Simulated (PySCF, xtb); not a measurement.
HNSi, SMILES N#[SiH].

xtb with GFN2-xTB at its own geometry gives an orbital gap of 3.72 eV and a dipole moment of 6.69 D.

Geometry: B3LYP-D3(BJ)/def2-TZVPD.

Task: What does PBE/def2-TZVPD in PySCF give? (An estimate is asked for; the answer gives what the named calculation found.)

Result: gap 3.60 eV (levels -6.73 and -3.12 eV), dipole 4.35 D.
